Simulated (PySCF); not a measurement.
In(H)2(NH2) (H₄InN), SMILES [NH2][InH2].

Coordinates come from a PBE0-D3(BJ)/def2-TZVP optimisation. The def2 effective core potentials stand for the cores of In; spin–orbit coupling is left out.

All values below come from IEF-PCM-ωB97X/def2-SVP in PySCF.

The values are the electrostatic part of the solvation free energy, E(continuum) − E(gas) at the gas-phase geometry, in a cavity of scaled van der Waals radii (PySCF's table); cavitation and dispersion terms are not included. A continuum can't describe solvent molecules that bind to the metal. In vacuum the orbital gap is 10.04 eV. The dipole moment in vacuum is 0.63 D.

### Question
Estimate the values in water (ε = 78.36), diethylether (ε = 4.24), chlorobenzene (ε = 5.70). (An estimate is asked for; the answer gives what the named calculation found.)

### Answer

| solvent | ε | ΔG(elec) (kcal/mol) | dipole (D) | gap (eV) |
|---|---|---|---|---|
| water | 78.36 | -3.5 | 0.69 | 10.29 |
| diethylether | 4.24 | -2.3 | 0.68 | 10.20 |
| chlorobenzene | 5.70 | -2.6 | 0.68 | 10.22 |
